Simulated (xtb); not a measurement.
H₂ISi, doublet, from a rough starting geometry; xtb 6.7.1 with GFN2-xTB.

Here is a job for xtb.
```
$ xtb mol.xyz --gfn 2 --uhf 1 --opt vtight --json

# file mol.xyz
4

Si    -0.32550305     0.00266905     0.39267641
I      2.09478649    -0.03398006    -0.09189862
H     -0.85268798     1.29267999    -0.13393071
H     -0.92117774    -1.21176888    -0.19472176
```

Write the output that xtb gives for this input, abridged.


```
   ID    Z sym.   atoms
    1   14 Si     1
    2   53 I      2
    3    1 H      3, 4

           -------------------------------------------------
          |                Calculation Setup                |
           -------------------------------------------------

           -------------------------------------------------
          |                 G F N 2 - x T B                 |
           -------------------------------------------------

          ...................................................
          :                      SETUP                      :
          :.................................................:
          :  # basis functions                  22          :
          :  # atomic orbitals                  20          :
          :  # shells                            8          :
          :  # electrons                        13          :
          :  max. iterations                   250          :
          :  Hamiltonian                  GFN2-xTB          :
          :  restarted?                      false          :
          :  GBSA solvation                  false          :
          :  PC potential                    false          :
          :  electronic temp.          300.0000000     K    :
          :  accuracy                    1.0000000          :
          :  -> integral cutoff          0.2500000E+02      :
          :  -> integral neglect         0.1000000E-07      :
          :  -> SCF convergence          0.1000000E-05 Eh   :
          :  -> wf. convergence          0.1000000E-03 e    :
          :  Broyden damping             0.4000000          :
          :  net charge                          0          :
          :  unpaired electrons                  1          :
          ...................................................

 iter      E             dE          RMSdq      gap      omega  full diag
   1     -6.5510469 -0.655105E+01  0.644E+00    2.76       0.0  T
   2     -6.5652235 -0.141766E-01  0.370E+00    2.76       1.0  T
   3     -6.5668730 -0.164946E-02  0.252E+00    2.78       1.0  T
   4     -6.5682527 -0.137975E-02  0.121E+00    2.83       1.0  T
   5     -6.5684141 -0.161382E-03  0.587E-01    2.85       1.0  T
   6     -6.5685746 -0.160554E-03  0.636E-01    2.86       1.0  T
   7     -6.5686771 -0.102436E-03  0.174E-01    2.85       1.0  T
   8     -6.5686782 -0.116422E-05  0.576E-02    2.85       1.0  T
   9     -6.5686820 -0.379414E-05  0.425E-02    2.85       1.2  T
  10     -6.5686831 -0.106861E-05  0.626E-03    2.85       8.0  T
  11     -6.5686831 -0.290215E-07  0.143E-03    2.85      34.9  T
  12     -6.5686831  0.197756E-09  0.124E-03    2.85      40.4  T
  13     -6.5686831 -0.111956E-08  0.360E-04    2.85     139.1  T
  14     -6.5686831 -0.788036E-10  0.123E-04    2.85     408.1  T

   *** convergence criteria satisfied after 14 iterations ***

         :::::::::::::::::::::::::::::::::::::::::::::::::::::
         ::                     SUMMARY                     ::
         :::::::::::::::::::::::::::::::::::::::::::::::::::::
         :: total energy              -6.544448745614 Eh    ::
         :: gradient norm              0.017617146751 Eh/a0 ::
         :: HOMO-LUMO gap              2.847058743763 eV    ::
         ::.................................................::
         :: SCC energy                -6.568683026691 Eh    ::
         :: -> isotropic ES            0.011385575243 Eh    ::
         :: -> anisotropic ES         -0.001737014447 Eh    ::
         :: -> anisotropic XC         -0.001292687880 Eh    ::
         :: -> dispersion             -0.002396753795 Eh    ::
         :: repulsion energy           0.024234281077 Eh    ::
         :: add. restraining           0.000000000000 Eh    ::
         :: total charge              -0.000000000000 e     ::
         :::::::::::::::::::::::::::::::::::::::::::::::::::::

      -----------------------------------------------------------
[...]
 * total energy  :    -6.5444487 Eh     change       -0.7757350E-11 Eh
 * total energy  :    -6.5450233 Eh     change       -0.5745284E-03 Eh
 * total energy  :    -6.5448625 Eh     change        0.1608030E-03 Eh
 * total energy  :    -6.5450512 Eh     change       -0.1886831E-03 Eh
 * total energy  :    -6.5449882 Eh     change        0.6295988E-04 Eh
 * total energy  :    -6.5450745 Eh     change       -0.8626492E-04 Eh
 * total energy  :    -6.5450575 Eh     change        0.1695894E-04 Eh
 * total energy  :    -6.5450765 Eh     change       -0.1899830E-04 Eh
 * total energy  :    -6.5450782 Eh     change       -0.1728129E-05 Eh
 * total energy  :    -6.5450788 Eh     change       -0.6143835E-06 Eh
 * total energy  :    -6.5450788 Eh     change        0.2074616E-08 Eh
 * total energy  :    -6.5450789 Eh     change       -0.1272847E-07 Eh
   *** GEOMETRY OPTIMIZATION CONVERGED AFTER 12 ITERATIONS ***
         :: total energy              -6.545078851731 Eh    ::
[...]
         :::::::::::::::::::::::::::::::::::::::::::::::::::::

           -------------------------------------------------
          |                Property Printout                |
           -------------------------------------------------

    * Orbital Energies and Occupations

         #    Occupation            Energy/Eh            Energy/eV
      -------------------------------------------------------------
         1        2.0000           -0.7457845             -20.2938
         2        2.0000           -0.6764887             -18.4082
         3        2.0000           -0.4571046             -12.4384
         4        2.0000           -0.4398258             -11.9683
         5        2.0000           -0.4122896             -11.2190
         6        2.0000           -0.4081645             -11.1067
         7        1.0000           -0.3158473              -8.5946 (HOMO)
         8                         -0.2114839              -5.7548 (LUMO)
         9                         -0.1871581              -5.0928
        10                         -0.1615611              -4.3963
        11                         -0.0890125              -2.4222
        12                         -0.0870940              -2.3699
        13                         -0.0295937              -0.8053
        14                          0.0397879               1.0827
        15                          0.0406751               1.1068
        16                          0.1030861               2.8051
        17                          0.1070863               2.9140
        18                          0.6093510              16.5813
       ...                                ...                  ...
        20                          0.8257629              22.4702
      -------------------------------------------------------------
                  HL-Gap            0.1043634 Eh            2.8399 eV
             Fermi-level           -0.3128358 Eh           -8.5127 eV

     #   Z          covCN         q      C6AA      α(0)
     1  14 Si       2.705     0.384   180.113    29.475
     2  53 I        0.863    -0.223   388.451    34.024
     3   1 H        0.921    -0.081     4.928     3.472
     4   1 H        0.921    -0.081     4.928     3.472

 Mol. C6AA /au·bohr⁶  :       1393.257143
 Mol. C8AA /au·bohr⁸  :      99827.257528
 Mol. α(0) /au        :         70.441715

Wiberg/Mayer (AO) data.
largest (>0.10) Wiberg bond orders for each atom

 ---------------------------------------------------------------------------
     #   Z sym  total        # sym  WBO       # sym  WBO       # sym  WBO
 ---------------------------------------------------------------------------
     1  14 Si   2.937 --     2 I    1.158     4 H    0.889     3 H    0.889
     2  53 I    1.256 --     1 Si   1.158
     3   1 H    0.992 --     1 Si   0.889
     4   1 H    0.992 --     1 Si   0.889
 ---------------------------------------------------------------------------

Topologies differ in total number of bonds
Writing topology from bond orders to xtbtopo.mol

molecular dipole:
                 x           y           z       tot (Debye)
 q only:       -0.847       0.012       0.370
   full:       -1.866       0.041       0.220       4.776
molecular quadrupole (traceless):
                xx          xy          yy          xz          yz          zz
 q only:       -3.462       0.085       0.948      -0.158      -0.023       2.514
  q+dip:      -10.329       0.300       5.350       1.088      -0.010       4.979
   full:       -9.609       0.273       4.794       0.900      -0.015       4.815

optimized geometry written to: xtbopt.xyz

           -------------------------------------------------
          | TOTAL ENERGY               -6.545078851731 Eh   |
          | GRADIENT NORM               0.000000967493 Eh/α |
          | HOMO-LUMO GAP               2.839872133580 eV   |
           -------------------------------------------------

normal termination of xtb
```
